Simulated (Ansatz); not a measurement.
Ansatz (an electronic-structure program) input (CCSD(T)/aug-cc-pV(D+d)Z):
A basis named .json is the Basis Set Exchange file of that set.

Ansatz 0.2 input:
```yaml
crystal:
  periodic: [false, false, false]
  atoms:
    - {symbol: Si, position_ang: [-0.05957668, -0.01305396, 0.55934874]}
    - {symbol: F, position_ang: [-0.67071463, 1.27490398, -0.33516585]}
    - {symbol: F, position_ang: [1.47255433, -0.01913158, -0.13708450]}
    - {symbol: F, position_ang: [-0.70916487, -1.23546624, -0.39784769]}
basis:
  gaussian:
    orbitals: aug-cc-pV_D+d_Z.json
total_charge: -1
magnetization: {spin_polarized: false}
correlation: {method: ccsd_t, electrons: outside_noble_gas}
output: {forces: true}
```

End of the output:

```
integrals: 0.13 GiB planned
975 factors; integrals over basis functions are off by at most 2.4e-4 eV
0.56 GiB of device memory are held for the factors and their scratch space
mean field: 0.35 GiB planned
mean field evaluation 1: about -15985.7025 eV, gradient 1.8e1 eV
mean field evaluation 2: about -15985.8114 eV, gradient 1.9e1 eV
mean field evaluation 4: about -15986.6223 eV, gradient 2.4e0 eV
mean field evaluation 8: about -15986.6434 eV, gradient 1.5e-1 eV
mean field evaluation 16: about -15986.3786 eV, gradient 6.6e0 eV
mean field -15986.64358840 eV, -587.4983157375 hartree, gradient 4.3e-6 eV, S^2 0.000000; 0 other end points of the search recorded, 0 dependent functions left out
8 core orbitals not correlated
reference -15986.64358840 eV, -587.4983157375 hartree; 13, 13 occupied and 80, 80 virtual orbitals, 975 factors
densities: 3.16 GiB planned
second order -19.70946148 eV of doubles, -0.00000000 eV of singles
coupled cluster: 1.74 GiB planned
cycle   1  -19.40915058 eV  change    3.0e-1 eV  update   1.2e-1
cycle   2  -19.87135345 eV  change   -4.6e-1 eV  update   3.6e-2
cycle   3  -19.98918988 eV  change   -1.2e-1 eV  update   1.9e-2
cycle   4  -19.97925099 eV  change    9.9e-3 eV  update   4.0e-3
cycle   5  -19.97386112 eV  change    5.4e-3 eV  update   2.0e-3
cycle   6  -19.97505705 eV  change   -1.2e-3 eV  update   6.6e-4
cycle   7  -19.97531827 eV  change   -2.6e-4 eV  update   2.5e-4
cycle   8  -19.97515049 eV  change    1.7e-4 eV  update   8.5e-5
cycle   9  -19.97514294 eV  change    7.5e-6 eV  update   3.2e-5
cycle  10  -19.97518061 eV  change   -3.8e-5 eV  update   1.1e-5
cycle  11  -19.97517148 eV  change    9.1e-6 eV  update   4.5e-6
perturbative correction -0.50718279 eV, -0.0186386239 hartree
the calculation of the forces begins
0.56 GiB of device memory are held for the factors and their scratch space
Total energy: -16007.12594268 eV, -588.2510283737 hartree
Atom 0 at    -0.059577    -0.013054     0.559349 Å, force    -0.094613    -0.020731     0.888297 eV/Å
Atom 1 at    -0.670715     1.274904    -0.335166 Å, force    -0.208005     0.439879    -0.311509 eV/Å
Atom 2 at     1.472554    -0.019132    -0.137084 Å, force     0.523752    -0.001933    -0.243879 eV/Å
Atom 3 at    -0.709165    -1.235466    -0.397848 Å, force    -0.221133    -0.417215    -0.332909 eV/Å
Dipole moment:     0.018777     0.004114    -0.176292 e Å
```

It need not be the lowest isomer of its formula. Whether it binds its extra electron was not tested at this geometry.
